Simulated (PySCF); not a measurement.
## SeO₂²⁺: breathing scan

Level of theory: PBE/[Se def2-TZVP, O def2-TZVP], no relativity, density fitting, PySCF.

Rigid scan from the singlet minimum (Se–O 1.589 Å (×2); O–Se–O 180.0°). Coordinate: all bonds to the central atom scaled together. Energies in kJ/mol from the minimum.

Problem. Predict the curve at 0.88, 0.92, 0.96, 1.00, 1.04, 1.08, 1.14, 1.22, 1.35.

Solution. 
```
scale of all bonds to the centre  E (kJ/mol)
                            0.88       259.7
                            0.92        99.6
                            0.96        21.6
                            1.00         0.0
                            1.04        16.4
                            1.08        57.5
                            1.14       145.9
                            1.22       283.3
                            1.35       529.2
```

At long bonds a restricted determinant can lie too high, and another spin state can fall below this curve.

Other isomers or separated fragments may lie lower.
